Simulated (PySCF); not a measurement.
C2H6AlIO, SMILES [CH3][Al]([O]C)[I]. Geometry: B3LYP-D3(BJ)/def2-SVP. The structure was generated by enumeration; whether it is a known compound was not checked. The def2 effective core potentials stand for the cores of I; spin–orbit coupling is left out. Other conformers were not sampled.

### Question
Give the equilibrium geometry at B3LYP-D3(BJ)/def2-SVP (PySCF confirms it by a frequency run) as Cartesian coordinates in Å, and its point group. (An estimate is asked for; the answer gives what the named calculation found.)

### Answer
One answer among several that fit: point group Cs.
```xyz
11

Al     0.6164    -1.0903     0.0000
I     -0.1498     1.2886     0.0000
C      2.4972    -1.5586     0.0000
H      2.6369    -2.6509     0.0000
H      3.0028    -1.1402     0.8861
H      3.0028    -1.1402    -0.8861
O     -0.5853    -2.2823     0.0000
C     -1.9814    -2.3844     0.0000
H     -2.3255    -2.9385     0.8913
H     -2.4775    -1.3959     0.0000
H     -2.3255    -2.9385    -0.8913
```
